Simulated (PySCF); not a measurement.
Zero-point energy (kcal/mol) of eight compounds of closed-shell metals: PBE-D3(BJ) beside B3LYP-D3(BJ), computed with PySCF for isolated molecules in the bases named; differences from unrounded values. The eight are the first of their class met in an unordered collection, after screening for sound electronic states; none was chosen by its value. Each level has its own optimised geometry.

```tsv
molecule	basis	B3LYP-D3(BJ)	PBE-D3(BJ)	difference
AlAs2H5, SMILES [AlH]([AsH2])[AsH2]	def2-SVP	23.70	22.99	-0.70
Al(Cl)(SeH)2 (AlClH2Se2), SMILES [SeH][Al]([SeH])[Cl]	def2-SVP	11.56	11.25	-0.31
C4H9Al, SMILES [AlH]([CH3])[CH2]C=C	def2-SVP	70.11	68.33	-1.79
CH6AlNO2, SMILES [OH][Al]([NH]C)[OH]	def2-SVP	50.82	49.48	-1.34
AlH₆NO₂Si, SMILES N[SiH2][Al]([OH])[OH]	def2-SVP	44.00	42.84	-1.16
C3H6AlCl, SMILES C=C[CH2][AlH][Cl]	def2-SVP	49.00	47.69	-1.31
C2H7AlO2, SMILES C[O][AlH][O]C	def2-SVP	56.81	55.22	-1.59
Zn(OMe)(SH) (CH4OSZn), SMILES C[O][Zn][SH]	def2-SVP	31.10	30.31	-0.79
```

PBE-D3(BJ) lies below B3LYP-D3(BJ) in 8 and above it in 0 of the eight; the mean signed difference is -1.12 and the largest -1.79 kcal/mol.
